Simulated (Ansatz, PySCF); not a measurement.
Complex: NH3 (SMILES N) (first 4 atoms) with HCl (SMILES Cl); geometry from B3LYP-D3(BJ)/def2-TZVP.
(charge 0, multiplicity 1):
```xyz
6

N     -0.0303     0.0770     0.6092
H     -0.5200    -0.7547     0.2991
H     -0.4651     0.8821     0.1729
H      0.9284     0.0198     0.2851
Cl    -0.1286     0.3167     3.6727
H     -0.0858     0.2120     2.3353
```

Interaction energies are E(AB) − E(A) − E(B) at the monomers' geometry in the complex; basis-set methods are counterpoise corrected.

Frozen-core correlation.

The values were computed with Ansatz (Gaussian orbitals); PySCF for the dispersion terms. Each number belongs to the level named beside it.

Problem. Predict the interaction energy from revPBE-D4/def2-TZVPPD.

Solution. -47 kJ/mol

Problem. What is the computed interaction energy (CCSD/aug-cc-pV(D+d)Z)?

Solution. -31 kJ/mol

Problem. What is the computed interaction energy (BLYP/def2-TZVPPD)?

Solution. -38 kJ/mol

Ansatz is an electronic-structure program.
